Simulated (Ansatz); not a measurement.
`[CH3][GeH2][CH2]O` → `[CH2][GeH2][CH3]`• + `[OH]`• at 400 K and 1 bar (homolysis of the C–O bond).

Isolated molecules relaxed with PBE0-D4/def2-TZVP in Ansatz; ΔE leaves out vibrations. CCSD(T)/CBS adds triple-zeta CCSD(T) − MP2 to the extrapolated MP2 energy (def2 sets, frozen cores). This one scheme is used for every species. No spin–orbit coupling; open shells (•) take unrestricted orbitals. For Ge outer-core shells are correlated without core-valence functions, which leaves a few kJ/mol of doubt a bond. Scalar relativity is left out up to krypton. Each species was taken in one conformer, which may not be the lowest.

```json
{"species": "`[CH3][GeH2][CH2]O`", "CCSD(T)/CBS energy (Eh)": "-2232.19160", "H − E (kJ/mol)": "280.7", "S (J/(mol·K))": "382.5"}
{"species": "`[CH2][GeH2][CH3]`•", "CCSD(T)/CBS energy (Eh)": "-2156.36425", "H − E (kJ/mol)": "225.9", "S (J/(mol·K))": "364.3"}
{"species": "`[OH]`•", "CCSD(T)/CBS energy (Eh)": "-75.67771", "H − E (kJ/mol)": "34.1", "S (J/(mol·K))": "192.6"}
```

H − E and S are ideal-gas, rigid-rotor, harmonic terms from PBE0-D4/def2-TZVP, for one conformer and one mirror image of each species, with the whole ground term of open shells counted as degenerate. 1 Eh = 2625.50 kJ/mol, R = 8.31446 J/(mol·K).

Task: By hand: ΔE, ΔH, ΔS and ΔG.

Result: ΔE = (-2156.36425) + (-75.67771) − (-2232.19160) = 0.14964 Eh = 392.9 kJ/mol. Δ(H − E) = 225.9 + 34.1 − 280.7 = -20.7, so ΔH = 372.2 kJ/mol. ΔS = 364.3 + 192.6 − 382.5 = 174.4 J/(mol·K). ΔG = 372.2 − 400 × (174.4)/1000 = 302.4 kJ/mol.

Task: By hand: the equilibrium constant, and the temperature at which ΔG would vanish if ΔH and ΔS stayed fixed.

Result: log₁₀ K = −ΔG/(RT ln 10) = -39.5. ΔG = 0 at ΔH/ΔS = 2134 K.

The number of gas molecules changes by +1, which sets the sign of ΔS. A doubt of 5 kJ/mol in ΔE shifts log₁₀ K by 0.7 here. Other conformers and mirror images would add mixing entropy, several J/(mol·K) or more a flexible species. Modes under 60 cm⁻¹, often nearly free rotors, make the harmonic entropy too high. These are equilibria of isolated gas molecules and say nothing of rates. Largest T1 diagnostic: 0.011 (customary marks: 0.02 for closed shells, 0.045 for open ones).
